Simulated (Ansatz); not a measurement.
The first iterations of a band of Cl$_{3}$HSi (5 atoms, charge 0, multiplicity 1).

Method: RKS B3LYP/def2-SVP (Ansatz).

```json
{"movable images": "5", "climbing image": "yes", "spring": "5.0 eV/Å²", "optimiser": "quadratic models (default)", "start path": "through a guess of the saddle point", "force threshold": "0.05 eV/Å", "iteration limit": "60", "end points": "relaxed"}
```

Image 0:

```xyz
5
Properties=species:S:1:pos:R:3
Si 0.286 0.000 0.074
Cl 0.628 0.000 2.103
H 1.576 0.000 -0.641
Cl -0.785 1.680 -0.442
Cl -0.785 -1.680 -0.442
```

Image 6:

```xyz
5
Properties=species:S:1:pos:R:3
Si -0.286 0.000 -1.026
Cl 1.582 0.000 1.695
H 2.614 0.000 0.918
Cl -1.495 1.638 -0.467
Cl -1.495 -1.638 -0.467
```

| iteration | highest image above the first end (eV) | largest band force component (eV/Å) |
| --- | --- | --- |
| 1 | 3.647 | 2.909 |
| 2 | 2.886 | 1.495 |
| 3 | 3.013 | 1.364 |

Problem. Does the band converge within its limit, and where does its top end?

Solution. The forces met the threshold. It ended after 11 iterations with the highest image 2.827 eV above the first end. Neighbouring images differ by up to 1.4 eV, so the band resolves the path poorly. A vibrational analysis at the climbing image gives one clearly imaginary mode, 945i cm⁻¹: a first-order saddle point. The orbitals stay closed-shell, which can raise the energy where a bond breaks towards radicals; this wasn't checked here.

Time of the run: 2.4 min on 1 thread of Arm Neoverse V1, on a shared host, peak memory 0.18 GiB.
